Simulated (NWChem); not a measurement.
System: SeBrCl; SMILES Br[Se]Cl

This build's default masses of Se (78.918 u) and Br (79.917 u) are each other's, which moves their modes by up to 0.6 %.

Q: Give the equilibrium geometry at PBE0/def2-SVP (NWChem) as an XYZ file, with the point group.

A: point group Cs; any orientation.
```
3

Se     0.7446    -0.5814     0.0000
Cl    -0.9806    -1.9051     0.0000
Br    -0.2415     1.5106     0.0000
```
